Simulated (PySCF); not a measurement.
Input file for PySCF: R-HF/3-21G on C4H4O (SMILES c1ccoc1).

```python
from pyscf import gto, scf, dft, mp
from pyscf.data.elements import chemcore

mol = gto.M(
    atom='''
    C    -0.83435248   -0.56139775   -0.19761909
    C     0.55187068   -0.86359901    0.00051406
    C     1.16822212    0.32170748    0.22779090
    O     0.26567514    1.34021515    0.18537794
    C    -0.94916918    0.78331913   -0.07494396
    H    -1.63127483   -1.25555376   -0.40303139
    H     1.01895832   -1.83331518   -0.02421981
    H     2.18706282    0.60221041    0.42644836
    H    -1.77699257    1.46641353   -0.14031699
    ''',
    basis='3-21g',
    charge=0, spin=0, verbose=3, max_memory=1800)
mf = scf.RHF(mol)
mf.conv_tol = 1e-8
mf.max_cycle = 100
mf.kernel()
if not mf.converged:
    mf = mf.newton().run(mf.mo_coeff, mf.mo_occ)
```

It printed:

```
converged SCF energy = -227.348387794138
```

The run converged.

Cost: very roughly 0.24 core-seconds.
